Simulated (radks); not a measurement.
Radial electron density D(r) = 4 pi r^2 rho(r) of an atom or ion with 53 electrons. Method: Dirac Kohn-Sham, LB94 model potential, spin-unpolarised, spherical densities, finite nucleus; Fermi nuclear charge, rms radius of each element as measured or else 0.836 A^(1/3) + 0.57 fm; computed with a radial shooting solver on a logarithmic mesh with Libxc functionals.

| r (bohr) | D(r) (e/bohr) |
|---|---|
| 0.003362 | 27.82 |
| 0.003821 | 32.83 |
| 0.004378 | 38.81 |
| 0.005016 | 45.39 |
| 0.005701 | 52.04 |
| 0.006531 | 59.39 |
| 0.007483 | 66.76 |
| 0.008505 | 73.38 |
| 0.009744 | 79.65 |
| 0.01116 | 84.67 |
| 0.01269 | 87.86 |
| 0.01454 | 89.32 |
| 0.01665 | 88.74 |
| 0.01893 | 86.61 |
| 0.02169 | 83.37 |
| 0.02484 | 80.27 |
| 0.02824 | 78.73 |
| 0.03235 | 79.83 |
| 0.03706 | 84.47 |
| 0.04212 | 91.85 |
| 0.04826 | 101.4 |
| 0.05529 | 110.2 |
| 0.06335 | 115.1 |
| 0.072 | 114.3 |
| 0.08249 | 107.7 |
| 0.0945 | 98.05 |
| 0.1074 | 90.22 |
| 0.1231 | 87.38 |
| 0.141 | 91.30 |
| 0.1602 | 98.08 |
| 0.1836 | 102.2 |
| 0.2103 | 97.14 |
| 0.239 | 83.29 |
| 0.2739 | 64.09 |
| 0.3138 | 48.71 |
| 0.3566 | 42.91 |
| 0.4086 | 45.01 |
| 0.4681 | 49.34 |
| 0.532 | 49.56 |
| 0.6095 | 43.49 |
| 0.6983 | 33.12 |
| 0.7936 | 23.00 |
| 0.9093 | 14.44 |
| 1.042 | 8.684 |
| 1.193 | 5.009 |
| 1.356 | 2.754 |
| 1.554 | 1.251 |
| 1.78 | 0.4539 |
| 2.024 | 0.1351 |
| 2.318 | 0.02704 |
| 2.656 | 0.003701 |
| 3.019 | 0.0003836 |

What is the nuclear charge?

Answer. Z = 65. The innermost maximum, from 1s, lies near gamma/Z bohr with gamma = sqrt(1 - (Z/c)^2) = 0.880, here 0.0135 bohr (found: 0.0149), and its height grows with Z. The density is that of the terbium ion Tb12+ in [Kr] 4d10 4f5 5s2; the configuration itself is not fixed sharply by these data, and Z only to a few units. D(r) has 4 maxima, at r = 0.0149, 0.0665, 0.184, 0.503 bohr, and minima at 0.0289, 0.121, 0.365 bohr, inside which lie 2.02, 11.19, 29.50 electrons.
